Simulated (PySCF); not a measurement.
**SnC: everyday levels beside a composite calculation**

PySCF; the state is a triplet (σ ↑, π ↑). The composite is CCSD(T) extrapolated to the basis-set limit from two correlation-consistent sets, with core-valence (CV) and scalar-relativistic (SR) terms as its label shows; it has no spin–orbit coupling and nothing beyond (T). Here it is CCSD(T)/CBS(DT). It gives Re = 2.007 Å, ωe = 681 cm⁻¹ and De = 3.20 eV to Sn + C.

```csv
level,basis,relativity,Re (Å),ωe (cm⁻¹),De (eV)
ROHF-SCS-MP2,cc-pVDZ-PP/cc-pVDZ,scalar-relativistic core potentials,2.011,748,2.33
ROHF-SCS-MP2,def2-TZVPP,scalar-relativistic core potentials,1.989,758,2.74
PBE,def2-SVPD,scalar-relativistic core potentials,2.027,661,3.60
PBEsol,cc-pVDZ-PP/cc-pVDZ,scalar-relativistic core potentials,2.016,668,3.76
PBEsol,def2-SVPD,scalar-relativistic core potentials,2.014,675,3.85
M06-L,cc-pVDZ-PP/cc-pVDZ,scalar-relativistic core potentials,2.029,649,3.57
B3LYP,def2-SVP,scalar-relativistic core potentials,2.028,638,3.05
PBE0,cc-pVDZ-PP/cc-pVDZ,scalar-relativistic core potentials,2.022,627,3.04
PBE0,def2-SVP,scalar-relativistic core potentials,2.021,632,3.10
PBE0,cc-pVTZ-PP/cc-pVTZ,scalar-relativistic core potentials,2.010,646,3.15
```

Q: Give the difference of each row from the composite.

A: 

| level | basis | ΔRe (pm) | Δωe (%) | ΔDe (eV) |
| --- | --- | --- | --- | --- |
| ROHF-SCS-MP2 | cc-pVDZ-PP/cc-pVDZ | +0.4 | +9.8 | -0.87 |
| ROHF-SCS-MP2 | def2-TZVPP | -1.8 | +11.3 | -0.46 |
| PBE | def2-SVPD | +2.0 | -2.9 | +0.40 |
| PBEsol | cc-pVDZ-PP/cc-pVDZ | +0.9 | -1.9 | +0.56 |
| PBEsol | def2-SVPD | +0.7 | -0.9 | +0.65 |
| M06-L | cc-pVDZ-PP/cc-pVDZ | +2.2 | -4.7 | +0.37 |
| B3LYP | def2-SVP | +2.1 | -6.3 | -0.15 |
| PBE0 | cc-pVDZ-PP/cc-pVDZ | +1.5 | -7.9 | -0.16 |
| PBE0 | def2-SVP | +1.4 | -7.2 | -0.10 |
| PBE0 | cc-pVTZ-PP/cc-pVTZ | +0.3 | -5.1 | -0.05 |

Q: Which rows come closest in De?

A: PBE0 in cc-pVTZ-PP/cc-pVTZ (-0.05 eV), counted from the composite.

Correlated steps freeze 5 core orbitals. Correlated levels converge slowly with the basis: in double zeta they bind strong bonds too weakly, by up to about 1 eV, and carry superposition errors of some tenths. Spin–orbit coupling is left out, which matters for elements this heavy, above all for dissociation energies. The CCSD T1 diagnostic is raised in SnC, a sign that a single reference may not be enough there. The state was picked by a PBE0 search and need not be the measured ground state.
